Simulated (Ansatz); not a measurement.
A nudged elastic band was laid between two geometries of ClH + H4O2Si (9 atoms, charge 0, multiplicity 1).

Computed with RHF/def2-SVP in Ansatz 0.2.0.

```
movable images  : 7
climbing image  : yes
spring          : 0.5 eV/Å²
optimiser       : quadratic models (default)
start path      : through a guess of the saddle point
force threshold : 0.03 eV/Å
iteration limit : 60
end points      : relaxed
```

Image 0:

```xyz
9
Properties=species:S:1:pos:R:3
Si -0.253 -0.400 -0.160
O -0.527 0.603 1.141
H -1.296 0.491 1.678
O 1.174 0.041 -0.814
H 1.937 0.196 -0.278
H -1.295 -0.229 -1.184
H -0.248 -1.795 0.325
Cl 2.461 1.434 2.161
H 1.198 1.368 1.956
```

Image 8:

```xyz
9
Properties=species:S:1:pos:R:3
Si -0.052 0.066 -0.851
O 0.899 0.217 2.501
H 0.354 0.000 3.244
O 1.207 -0.699 -0.166
H 1.294 -0.643 0.781
H 0.085 -0.006 -2.309
H -1.354 -0.457 -0.403
Cl -0.055 2.088 -0.312
H 0.773 1.143 2.340
```

Q: Which bonds break or form, and what moves?

A: Bonds broken: Si1–O2, Cl8–H9. Bonds formed: Si1–Cl8, O2–H9. ClH + H4O2Si becomes ClH3OSi + H2O.

Q: What energy profile does the band end with?

A: It converged. The highest image is number 5 of 0 to 8, 1.51 eV above the first end and 1.68 eV above the last; the last end lies 0.17 eV below the first. Neighbouring images differ by up to 1.3 eV, so the band resolves the path poorly. Another band between the same ends (7 images) ends at a top of the same energy, where a vibrational analysis finds 1 clearly imaginary mode. The orbitals stay closed-shell, which can raise the energy where a bond breaks towards radicals; this wasn't checked here.

```csv
image,path coordinate (Å),energy (eV),Si1–O2 (Å),Cl8–H9 (Å),Si1–Cl8 (Å)
0,0.00,0.00,1.67,1.28,4.02
1,1.09,0.02,1.66,1.28,4.23
2,2.17,0.04,1.66,1.28,4.50
3,3.26,0.06,1.66,1.28,4.29
4,4.35,0.22,1.67,1.29,3.45
5,5.43,1.51,1.83,1.89,2.68
6,6.99,0.55,2.93,2.27,2.11
7,8.54,-0.05,3.18,2.67,2.09
8,10.09,-0.17,3.49,2.93,2.09
```

Q: What is the geometry of the highest image?

A: 
```xyz
9
Properties=species:S:1:pos:R:3
Si 0.208 -0.049 -0.019
O -0.097 0.356 1.735
H -0.880 0.100 2.211
O 1.758 -0.440 -0.317
H 1.981 -1.358 -0.309
H -0.594 0.721 -0.955
H -0.486 -1.363 0.121
Cl 1.059 2.430 0.550
H 0.203 1.313 1.808
```

The band took 45 iterations and roughly 7 core-minutes.

Run time: 7.2 min on 1 thread of AMD EPYC 7R43 64-Core Processor (Zen 3), with other jobs on the host, peak memory 0.19 GiB.
